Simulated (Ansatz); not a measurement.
Reaction (formal exchange of groups at a B–N bond): `CN[BH][AlH2]` + `FCS` → `F[BH][AlH2]` + `CNCS`

Isolated molecules relaxed with PBE0-D4/def2-TZVP in Ansatz; ΔE leaves out vibrations. CBS: MP2 limit from def2 TZ/QZ plus the TZ coupled-cluster correction, frozen cores. Functionals use def2-TZVPP. B3LYP here is the variant with VWN-RPA as its local correlation; programs differ in this. HSE06 is defined as in plane-wave codes. One conformer a species, not always the lowest.

```tsv
level	ΔE (kcal/mol)	difference from CCSD(T)/CBS
LDA (SPW92)	5.1	4.2
PBE-D4	4.0	3.1
revPBE-D4	3.0	2.1
BLYP-D4	3.1	2.2
B97M-V	2.7	1.8
PBE0-D4	2.6	1.7
B3LYP-D4	2.3	1.4
r2SCANh-D4	2.7	1.8
r2SCAN0-D4	2.0	1.1
HSE06-D4	2.7	1.8
BHLYP-D4	0.8	-0.1
CAM-B3LYP-D4	2.0	1.1
ωB97X-V	1.4	0.5
ωB97M-V	2.0	1.1
B2PLYP	1.8	0.9
PBE	4.2	3.3
revPBE	3.8	2.9
BLYP	3.6	2.7
r2SCAN	3.2	2.3
PBE0	2.8	1.9
B3LYP	2.6	1.7
r2SCANh	2.8	1.9
r2SCAN0	2.1	1.2
HSE06	2.8	1.9
BHLYP	0.9	0.0
LC-ωPBE	2.0	1.1
RPA@PBE/def2-TZVPP	1.1	0.2
HF/def2-SVP	-1.3	-2.2
MP2/def2-SVP	0.5	-0.4
CCSD(T)/def2-SVP	1.3	0.4
HF/def2-TZVPP	-2.0	-2.9
MP2/def2-TZVPP	0.4	-0.5
SCS-MP2/def2-TZVPP	0.3	-0.6
CCSD(T)/def2-TZVPP	1.2	0.3
HF/def2-QZVPP	-2.2	-3.1
MP2/def2-QZVPP	0.1	-0.8
SCS-MP2/def2-QZVPP	0.0	-0.9
HF/CBS(def2)	-2.2	-3.1
MP2/CBS(def2)	0.1	-0.8
CCSD/CBS(def2)	0.2	-0.7
CCSD(T)/CBS	0.9	0
```

(1) What do rigid-rotor, harmonic-oscillator terms from PBE0-D4/def2-TZVP frequencies (298.15 K, 1 bar) make of the CCSD(T)/CBS value? (Estimate.)

Largest T1 diagnostic among the species: 0.014.

Results:

(1) Ansatz gave: ΔZPE = -0.9 kcal/mol, ΔH = +0.3 kcal/mol, ΔS = 10 J/(mol·K), ΔG = -0.4 kcal/mol.

Leaving LDA and LC-ωPBE aside and taking each functional with its dispersion term where it has one, the values spread over 3.3 kcal/mol, from BHLYP-D4 to PBE-D4. LDA lies +0.9 kcal/mol from PBE without D4. In def2-TZVPP, CCSD(T) changes the Hartree–Fock value by +3.2 kcal/mol (the triples alone add +0.7 kcal/mol) and MP2 by +2.4 kcal/mol.
